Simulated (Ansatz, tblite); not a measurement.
Cost and result up the ladder for (NaH)4 cube (Na₄H₄) (8 atoms). Total charge 0; singlet. Geometry: PBE-D4/def2-SVP.

```xyz
8

Na   -0.483    1.148   -1.415
H     1.334   -0.136   -1.440
Na    1.692    0.498    0.662
H    -0.072    1.854    0.655
Na   -1.278    0.129    1.380
H    -1.767   -0.520   -0.692
Na    0.069   -1.776   -0.627
H     0.505   -1.198    1.477
```

Ansatz on 4 threads of Arm Neoverse V1 on a shared host; xTB runs through tblite on one thread. Times are rough, summed over both states, and most runs start from the orbitals of an earlier one. No level here is sound enough to serve as a yardstick. The other state is a triplet.

The xTB rows come from tblite. HOMO above LUMO, or a gap near zero within one spin, warns that the state may not be the lowest or that an electron is smeared out.

xTB has no spin-polarisation term.

```tsv
level	functions	wall time
GFN2-xTB	20	0.005 s
GFN1-xTB	24	0.006 s
PBE-D4/def2-TZVP	152	7.6 s
r2SCAN-D4/def2-TZVP	152	24 s
```

Problem. Estimate what each level gives for the vertical triplet (eV).

Solution. 
```json
{"level": "GFN2-xTB", "vertical triplet (eV)": "4.00", "remarks": "–"}
{"level": "GFN1-xTB", "vertical triplet (eV)": "6.04", "remarks": "–"}
{"level": "PBE-D4/def2-TZVP", "vertical triplet (eV)": "3.73", "remarks": "gap within one spin near zero (triplet)"}
{"level": "r2SCAN-D4/def2-TZVP", "vertical triplet (eV)": "4.06", "remarks": "gap within one spin near zero (triplet)"}
```
